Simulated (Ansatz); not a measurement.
Isolated molecules relaxed with PBE0-D4/def2-TZVP in Ansatz; ΔE leaves out vibrations. CCSD(T)/CBS is the MP2 limit (def2-TZVPP, def2-QZVPP) plus CCSD(T) − MP2 in def2-TZVPP, frozen cores. This one scheme is used for every species. Functionals use def2-TZVPP. Each species was taken in one conformer, which may not be the lowest.

`CB(O)F` + CH₃SH → `CSB(C)O` + H–F  (ligand exchange at a B–F bond)

| species | BHLYP-D4 energy (Eh) |
| --- | --- |
| `CB(O)F` | -240.56314 |
| CH₃SH | -438.70154 |
| `CSB(C)O` | -578.77768 |
| H–F | -100.45188 |

Task: Work out ΔE.

Result: ΔE = (-578.77768) + (-100.45188) − (-240.56314) − (-438.70154) = 0.03512 Eh = +22.0 kcal/mol. CCSD(T)/CBS gives +18.2 kcal/mol.

Largest T1 diagnostic among the species: 0.012.

The D4 term adds −2.9 kcal/mol with B3LYP and −1.6 kcal/mol with PBE0; it sums over pairs of atoms, weighted by their polarisabilities, and B3LYP, whose exchange is more repulsive, gets the larger term. At CCSD(T), def2-SVP lies +5.5 kcal/mol from the extrapolated value and def2-TZVPP +1.3 kcal/mol. In def2-TZVPP, CCSD(T) changes the Hartree–Fock value by −8.0 kcal/mol (the triples alone add −1.4 kcal/mol) and MP2 by −9.9 kcal/mol.

B3LYP here is the variant with VWN-RPA as its local correlation; programs differ in this.
